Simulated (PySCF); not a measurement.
**Radial density of B+ (boron, charge +1)**

PBE, [He] 2s2, closed-shell 1S. All numbers are calculated (PySCF 2.14, the spin-free X2C one-electron Hamiltonian (Gaussian nucleus), in cc-pVDZ-DK (3s2p1d, 14 functions)).

| r (bohr) | 4πr²ρ (e/bohr) |
| --- | --- |
| 0.00670 | 0.03874 |
| 0.0113 | 0.1048 |
| 0.0190 | 0.2720 |
| 0.0319 | 0.6752 |
| 0.0536 | 1.535 |
| 0.0902 | 3.031 |
| 0.152 | 4.702 |
| 0.255 | 4.918 |
| 0.429 | 2.696 |
| 0.722 | 0.8317 |
| 1.21 | 1.137 |
| 2.04 | 0.8697 |
| 3.44 | 0.1192 |
| 5.78 | 0.002265 |

Densities and radii are taken from the X2C orbitals without a picture-change correction, which distorts them close to the nucleus.
